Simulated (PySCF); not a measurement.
SMILES Cl[SiH](Cl)C[CH2][GeH3] (C2H8Cl2GeSi), B3LYP/def2-SVP optimised geometry.

```
14

Si    -1.44     0.37    -1.27
Cl    -3.37     1.00    -0.87
Cl    -0.76     1.30    -3.01
C     -0.34     0.88     0.16
C      1.18     0.69     0.00
Ge     1.83    -1.18     0.00
H     -1.48    -1.08    -1.54
H     -0.57     1.95     0.34
H     -0.72     0.35     1.05
H      1.53     1.16    -0.93
H      1.71     1.19     0.82
H      3.37    -1.18     0.00
H      1.32    -1.91     1.26
H      1.33    -1.95    -1.24
```

Density from B3LYP/def2-TZVP (PySCF) at that geometry.

Minimum of the electron density along straight lines between bonded atoms, close to the bond critical point (lines longer than 1.1 times the sum of covalent radii, or with two minima, are not listed):

| bond | length / Å | ρ at the minimum / e bohr⁻³ | ∇²ρ there / e bohr⁻⁵ | position (fraction from the first atom) |
|---|---|---|---|---|
| Si1–Cl2 | 2.077 | 0.097 | 0.18 | 0.36 |
| Si1–Cl3 | 2.080 | 0.096 | 0.18 | 0.36 |
| Si1–C4 | 1.878 | 0.127 | 0.12 | 0.39 |
| C4–C5 | 1.541 | ___ | ___ | 0.50 |
| C5–Ge6 | 1.983 | 0.123 | ___ | 0.53 |
| Si1–H7 | 1.481 | 0.128 | 0.13 | 0.49 |
| C4–H8 | 1.105 | 0.268 | -0.88 | 0.64 |
| C4–H9 | 1.106 | 0.268 | -0.88 | 0.64 |
| C5–H10 | 1.102 | 0.272 | -0.91 | 0.64 |
| C5–H11 | 1.103 | 0.271 | -0.90 | 0.64 |
| Ge6–H12 | 1.543 | 0.132 | 0.06 | 0.59 |
| Ge6–H13 | 1.545 | 0.131 | 0.06 | 0.59 |
| Ge6–H14 | 1.544 | 0.131 | 0.06 | 0.59 |

Question: Complete the blanks.

Answer: 
- C4–C5, ρ at the minimum / e bohr⁻³: 0.234
- C4–C5, ∇²ρ there / e bohr⁻⁵: -0.54
- C5–Ge6, ∇²ρ there / e bohr⁻⁵: 0.07
